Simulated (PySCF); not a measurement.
C2H12OSi3, SMILES CCO[SiH2][SiH2][SiH3]. Atoms are numbered in the order given.

```xyz
18

C     -2.8782     0.9869    -0.9216
C     -2.0722    -0.1204    -0.2813
O     -1.3144     0.4176     0.7927
Si    -0.1545    -0.4758     1.6057
Si     1.5409    -1.0469     0.0722
Si     1.7894     0.8265    -1.3215
H     -3.4880     0.5953    -1.7504
H     -3.5475     1.4486    -0.1798
H     -2.2105     1.7687    -1.3148
H     -1.4000    -0.5876    -1.0326
H     -2.7412    -0.9217     0.0920
H     -0.7619    -1.6821     2.2592
H      0.3982     0.4254     2.6556
H      1.1858    -2.2467    -0.7525
H      2.8262    -1.3355     0.7857
H      2.9315     0.6693    -2.2740
H      2.0253     2.0437    -0.4866
H      0.5380     1.0303    -2.1149
```

The structure is a stationary point at r2SCAN-D4/def2-SVP. This is a generated structure with no PubChem entry under its InChIKey; it may be hypothetical. One conformer was computed; it need not be the lowest.

All values below come from PySCF with SMD-ωB97X/6-31G*.

Solvation free energies are E(SMD) − E(gas) at the gas-phase geometry, for 1 M in both phases. In vacuum the dipole moment is 1.10 D.

Q: Estimate the solvation free energies in water, chlorobenzene, acetone. (An estimate is asked for; the answer gives what the named calculation found.)

A: 
```
solvent        ΔG(solv) (kcal/mol)  its non-electrostatic (CDS) part  dipole (D)
-------------  -------------------  --------------------------------  ----------
water                          2.0                               5.2        1.66
chlorobenzene                 -2.4                              -0.9        1.39
acetone                       -2.7                              -0.8        1.50
```
